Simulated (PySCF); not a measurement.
VO2F, SMILES [O]=[V](=[O])[F], multiplicity 1. Atoms are numbered in the order given.

```xyz
4

V     -0.0476    -0.1867     0.0000
O     -0.8687     0.1814     1.2893
O     -0.8687     0.1814    -1.2893
F      1.6660     0.1545     0.0000
```
Charge 0, spin multiplicity 1.

Coordinates come from a B3LYP-D3(BJ)/def2-SVP optimisation. The spin state was assumed, not searched.

Method: PySCF with ωB97X/def2-TZVPD.

Isolated molecule, no solvent.

Question: Estimate the frontier levels, gap, dipole moment and polarisability. (The exact figures need the calculation; the answer reports its results.)

Answer: 
```
Quantity                                                                                                        Result
---------------------------------------------------------------------------------------------  -----------------------
highest occupied level                                                                                       -11.74 eV
lowest empty level                                                                                            -2.02 eV
orbital gap                                                                                                    9.72 eV
dipole moment                                                                                                   3.02 D
quadrupole, principal values (traceless, Buckingham form, about the centre of nuclear charge)  -5.91, -4.30, 10.21 D·Å
mean static polarisability                                                                        34.9 bohr³ (5.17 Å³)
polarisability, principal values                                                                23.1, 37.2, 44.3 bohr³
```
